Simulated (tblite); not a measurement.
Species: C7H10Cl (doublet state).
Numbering: `[CH2:1]=[C:2][C:3]1([CH2:4][Cl:5])[CH2:6][CH2:7][CH2:8]1` (hydrogens: H9, H10 on C1; H11, H12 on C4; H13, H14 on C6; H15, H16 on C7; H17, H18 on C8)
Bond orders are those of one Lewis drawing.

Computed with GFN2-xTB (tblite), gas phase: L-BFGS steps from a force-field or distance-geometry start until the largest atomic force falls under 0.01 eV/Å.

Geometry at step 3:
```
atom  x, y, z in Å
C1      2.4045   -0.8291   -0.4462
C2      1.6279    0.2098   -0.5442
C3      0.2080    0.4296   -0.3485
C4     -0.0549    1.8987   -0.0670
Cl5    -1.7914    2.1711    0.2575
C6     -0.7120   -0.0627   -1.4830
C7     -1.3491   -1.0933   -0.5529
C8     -0.4970   -0.5985    0.6110
H9      2.0088   -1.8023   -0.1564
H10     3.4541   -0.7640   -0.6444
H11     0.1783    2.4473   -0.9687
H12     0.5430    2.2754    0.7538
H13    -0.1757   -0.4862   -2.3218
H14    -1.4109    0.7164   -1.7475
H15    -1.1343   -2.1080   -0.8778
H16    -2.4197   -0.9614   -0.4054
H17     0.1788   -1.3414    1.0219
H18    -1.0672   -0.0951    1.3785
```

Q: Give the atomic forces at this geometry.

A: 
```tsv
atom	Fx (eV/Å)	Fy (eV/Å)	Fz (eV/Å)
C1	-0.219	0.354	-0.053
C2	0.063	-0.387	0.098
C3	-0.271	-0.230	0.154
C4	-0.179	-0.104	0.046
Cl5	0.142	0.270	0.215
C6	0.018	-0.073	0.010
C7	-0.043	-0.135	-0.147
C8	0.234	0.206	-0.126
H9	0.228	-0.109	-0.027
H10	0.247	-0.140	-0.037
H11	0.078	0.321	-0.214
H12	-0.090	0.073	0.304
H13	-0.097	0.098	-0.281
H14	-0.033	0.027	-0.561
H15	-0.104	-0.120	0.192
H16	0.050	-0.085	-0.043
H17	-0.038	0.093	0.195
H18	0.014	-0.058	0.276
```

The largest, 0.56 eV/Å, acts on H14; the rms over all components is 0.185 eV/Å. The forces sum to zero within rounding, as they must for an isolated molecule in no field.

Q: Give the force on H14 in Eh/bohr and in nN.

A: 0.563 eV/Å ÷ 51.422 = 0.01094 Eh/bohr, and 0.563 eV/Å × 1.602 = 0.90 nN.

Q: How far is this geometry from the end of the optimisation?

A: 0.153 eV above it, and 0.141 Å rms away after alignment. The bonds farthest from their final lengths, with half the difference of the two atoms' forces along the bond (positive lengthens):

```tsv
bond	now (Å)	final (Å)	force along bond (eV/Å)
C3–C8	1.573	1.559	-0.34
C3–C4	1.519	1.531	+0.04
C1–H10	1.070	1.081	+0.21
C4–H11	1.081	1.091	+0.24
C7–C8	1.525	1.533	+0.14
C4–H12	1.083	1.091	+0.15
```

The angle farthest from its final value is C1–C2–C3, 134.1° against 142.9°.

Of the 4 listed bonds off by 0.010 Å or more, this force points towards the final length in 4.

The cost below is that of the whole relaxation. The run took 0.44 s wall on one thread of an Arm Neoverse V1, shared host with 32 logical CPUs at a one-minute load of 14.
